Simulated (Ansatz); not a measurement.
C$_{3}$H$_{9}$Al, SMILES `[CH3][Al]([CH3])[CH3]` with one electron removed (charge 1, multiplicity 2), frozen-core CCSD(T)/cc-pVTZ // B3LYP-D3(BJ)/def2-TZVP (Ansatz, a first-principles code). The calculation was stopped at its time limit.

Ansatz 0.2 input:
```yaml
crystal:
  periodic: [false, false, false]
  atoms:
    - { symbol: C, position_ang: [1.890058, -0.510042, -0.139545] }
    - { symbol: Al, position_ang: [0.000804, 0.000498, -0.001173] }
    - { symbol: C, position_ang: [-1.394894, -1.376485, -0.072634] }
    - { symbol: C, position_ang: [-0.494324, 1.887032, 0.210842] }
    - { symbol: H, position_ang: [2.419313, -0.285184, 0.793056] }
    - { symbol: H, position_ang: [2.400104, 0.061762, -0.921369] }
    - { symbol: H, position_ang: [2.037004, -1.571379, -0.351237] }
    - { symbol: H, position_ang: [-1.202781, -2.174527, 0.651689] }
    - { symbol: H, position_ang: [-1.410587, -1.858842, -1.056237] }
    - { symbol: H, position_ang: [-2.397493, -0.986947, 0.116763] }
    - { symbol: H, position_ang: [-1.038336, 2.043951, 1.14843] }
    - { symbol: H, position_ang: [0.363089, 2.563446, 0.209238] }
    - { symbol: H, position_ang: [-1.171958, 2.206719, -0.587823] }
basis:
  gaussian: { orbitals: cc-pVTZ }
correlation:
  method: ccsd_t
total_charge: 1
magnetization:
  spin_polarized: true
  initial_magnetization: 1
```

The last lines of the output:

```
1390 factors; integrals over basis functions are off by at most 1.0e-3 eV
mean field evaluation 1: about -9804.3511 eV, gradient 3.2e1 eV
mean field evaluation 2: about -9804.3531 eV, gradient 3.2e1 eV
mean field evaluation 4: about -9809.5235 eV, gradient 2.7e0 eV
mean field evaluation 8: about -9809.6550 eV, gradient 2.6e-1 eV
mean field evaluation 16: about -9809.6754 eV, gradient 2.1e-2 eV
mean field evaluation 32: about -9809.6561 eV, gradient 1.7e-1 eV
mean field evaluation 64: about -9809.6063 eV, gradient 2.1e0 eV
mean field evaluation 96: about -9809.6222 eV, gradient 1.1e-2 eV
mean field evaluation 128: about -9805.3695 eV, gradient 8.2e-2 eV
mean field evaluation 160: about -9806.0852 eV, gradient 3.5e0 eV
mean field evaluation 192: about -9805.0977 eV, gradient 3.2e-1 eV
mean field evaluation 224: about -9809.6220 eV, gradient 2.1e-4 eV
mean field evaluation 256: about -9809.6754 eV, gradient 1.9e-6 eV
mean field -9809.67564655 eV, -360.4989307737 hartree, gradient 9.7e-6 eV, S^2 0.771603; 11 other end points of the search recorded, 0 dependent functions left out
determinant -9809.67564655 eV, -360.4989307737 hartree, with singles and doubles -9827.47843499 eV, -361.1531711819 hartree
determinant -9809.67542848 eV, -360.4989227599 hartree, with singles and doubles -9827.47836027 eV, -361.1531684358 hartree
determinant -9809.67540250 eV, -360.4989218050 hartree, with singles and doubles -9827.47843223 eV, -361.1531710804 hartree
determinant -9809.62221715 eV, -360.4969672794 hartree, with singles and doubles -9827.48983229 eV, -361.1535900250 hartree
determinant -9809.62195841 eV, -360.4969577710 hartree, with singles and doubles -9827.48980423 eV, -361.1535889937 hartree
determinant -9809.62169852 eV, -360.4969482202 hartree, with singles and doubles -9827.48971565 eV, -361.1535857385 hartree
determinant -9809.67564655 eV, -360.4989307737 hartree, with singles and doubles -9827.20110049 eV, -361.1429793267 hartree
determinant -9809.67542848 eV, -360.4989227599 hartree, with singles and doubles -9827.20103408 eV, -361.1429768863 hartree
determinant -9809.67540250 eV, -360.4989218050 hartree, with singles and doubles -9827.20109060 eV, -361.1429789635 hartree
determinant -9809.62221715 eV, -360.4969672794 hartree, with singles and doubles -9827.20499267 eV, -361.1431223617 hartree
```
